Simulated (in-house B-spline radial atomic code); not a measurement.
Sr. Computed with a B-spline radial atomic code. Model: non-relativistic spherical atom: semilocal Troullier-Martins pseudo-atom, one channel per l, against all electrons, high spin, G0W0 and RPA with empty states to l = 8, local potential for every l without a channel, a model core (radius 0 = none) keeps its share of the functional.

The core holds an angular momentum without a channel of its own, so the local potential lets valence electrons into it.

Without relativity these are model numbers for so heavy an element.

What the tables leave out is listed at the end.

The pseudopotential gives back the lowest level of each angular momentum of its own functional in the configuration it was made in; a second state of the same l is only approximately right. Exact exchange, RPA and GW see the smooth pseudo-orbitals and miss the exchange with the core, for which the functional's share stands in. The column with an uncorrelated core keeps all orbitals and exact exchange, and so separates missing core correlation from pseudisation. Only the three outermost levels and the lowest empty one were computed. RPA here is direct RPA, with no exchange kernel, and its energies carry an (l + 1/2)⁻⁴ tail. A hybrid on a potential with a model core restores only its own semilocal share of the core's exchange.

Command:
```bash
python run_psgw.py task.json out
```
Settings (lengths in bohr, energies in hartree):
```
Z                      38
electrons              38
configuration          [Kr] 5s2
generated_in           [Kr] 5s2
functional             pbe,pbe
core_shells            8
radius_factor          0.9
core_correction        False
ion_configuration      [Kr] 5s1
```

Time taken, with all properties: 53 s on 1 thread of Arm Neoverse N1 (shared host).

Given: made with PBE; model core radius 0 bohr; local radius 3.388 bohr; mean-field start Hartree-Fock.

Valence shells of the generating configuration: 5s.

Channel: s 3.388 (radii in bohr).

Computed: largest level miss in the spin-unpolarised generating configuration 0 eV; valence RPA correlation energy all-electron orbitals -0.033201 hartree; valence RPA correlation energy pseudo -0.05158 hartree; all-electron RPA polarisability, core included 101.19 bohr³; pseudo-atom RPA polarisability 104.99 bohr³; ionisation by mean-field all-electron 4.6728 eV; ionisation by mean-field pseudo minus all 0.062 eV.

```
level  occupied  mean-field all-electron (eV)  mean-field pseudo minus all (eV)  G0W0 all-electron (eV)  G0W0 uncorrelated core minus all (eV)  G0W0 pseudo minus all (eV)  exchange self-energy all-electron (eV)  exchange self-energy pseudo (eV)
   5s         1                       -4.8561                            -0.065                 -5.7206                                  0.268                       -0.06                                 -6.2552                           -5.4398
```

Problem. What is the ionisation by RPA pseudo minus all?

Solution. 0.07 eV.

Problem. What is the ionisation by RPA all-electron?

Solution. 5.5096 eV.

Among the listed levels the largest G0W0 shift of the pseudo-atom is -0.06 eV, for 5s on the Hartree-Fock start, while leaving the core uncorrelated moves that level by +0.27 eV. The rest, -0.33 eV, comes from pseudisation and the lost core exchange. Not in the tables (levels of low weight, unsolved or above zero; the highest and the empty levels are kept at any weight): the PBE start was refused, since an empty level lay at or below an occupied one; the PBE0 start was refused, since an empty level lay at or below an occupied one.
